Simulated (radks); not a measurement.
The numbers below are computed, except where a source is named.
Species: C4+. Configuration: [He] (the NIST ground configuration).

Code: a radial shooting solver on a logarithmic mesh with Libxc functionals. Model: non-relativistic Kohn-Sham, r2SCAN, spin-unpolarised, spherical densities, point nucleus; meta-GGA in the generalised Kohn-Sham scheme.

Energy parts (hartree):
| part | energy |
|---|---|
| total | -32.40858 |
| kinetic | 32.36818 |
| electron-nucleus | -68.25218 |
| Hartree | 7.04636 |
| exchange-correlation | -3.57095 |

Orbitals (lengths in bohr, moments of r in powers of bohr):
orbital,occ.,eigenvalue (hartree),<r^2>
1s,2,-13.27999,0.09628

The highest occupied level is 1s at -361.37 eV. The density falls to 0.001 e/bohr^3 at r = 1.06 bohr. Virial ratio -V/T = 2.00125. For comparison, the ionisation energy in NIST's Atomic Spectra Database is 392.09 eV (theoretical). In exact Kohn-Sham theory the highest level is minus the ionisation energy, but local and semilocal functionals leave it too shallow, through self-interaction and a potential that decays too fast; potentials with the right tail come closer. The electron density at the nucleus is 123.4 e/bohr^3.
